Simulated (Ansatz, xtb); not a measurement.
# Relative energy of two isomers of H12NPSi4

Structure a is `[SiH3]N([SiH3])[Si@H]([SiH3])P`, a singlet and structure b is `[SiH3]N[SiH2][SiH2]P[SiH3]`, a singlet. Both are isolated molecules in the gas phase, relaxed with B3LYP-D3(BJ)/def2-SVP, each in the lowest conformer that the search found.

Problem. Which of the two would you expect CCSD(T)/def2-SVP + ΔMP2/def2-TZVPP electronic energies to favour?

Solution. Structure a; the calculation gives E(b) − E(a) = +37.0 kJ/mol.

Level by level:

```
                             level               geometry  E(b) − E(a) (kJ/mol)  departure from the last row (kJ/mol)  job, with rough time for the two
                          GFN2-xTB               GFN2-xTB                   +34.3                                  −2.7              optimisation, 0.82 s
                         HF/STO-3G               GFN2-xTB                   +19.6                                 −17.4              single point, 0.48 s
                r2SCAN-D4/def2-SVP               GFN2-xTB                   +17.2                                 −19.8               single point, 4.9 s
             B3LYP-D3(BJ)/def2-SVP  B3LYP-D3(BJ)/def2-SVP                   +26.9                                 −10.1             optimisation, 2.5 min
                       HF/def2-SVP  B3LYP-D3(BJ)/def2-SVP                   +40.7                                  +3.7           part of the CCSD(T) run
                      MP2/def2-SVP  B3LYP-D3(BJ)/def2-SVP                   +38.2                                  +1.2           part of the CCSD(T) run
                  CCSD(T)/def2-SVP  B3LYP-D3(BJ)/def2-SVP                   +37.7                                  +0.7                      single point
CCSD(T)/def2-SVP + ΔMP2/def2-TZVPP  B3LYP-D3(BJ)/def2-SVP                   +37.0                                                      single point, 75 s
```

As drawn, b has 1 P–Si, 1 N–H in place of 1 N–Si, 1 P–H.

The levels shown agree on the order. The largest departure from CCSD(T)/def2-SVP + ΔMP2/def2-TZVPP is that of r2SCAN-D4/def2-SVP, 19.8 kJ/mol. The last row adds to CCSD(T) the change of the MP2 difference between the two basis sets, here −0.7 kJ/mol.

With thermal terms from frequencies at re-optimised GFN2-xTB minima (ideal gas, soft modes damped towards free rotors, one conformer each, 298.15 K, 1 atm): the zero-point term adds +5.5 kJ/mol; ΔH is +41.7 and ΔG +43.9 kJ/mol.

The correlated steps freeze 26 core orbitals. Mirror images aren't counted in ΔG. Codes used: Ansatz 0.2.0, xtb 6.7.1; the last row on 4 threads of Arm Neoverse V2 on a shared host.
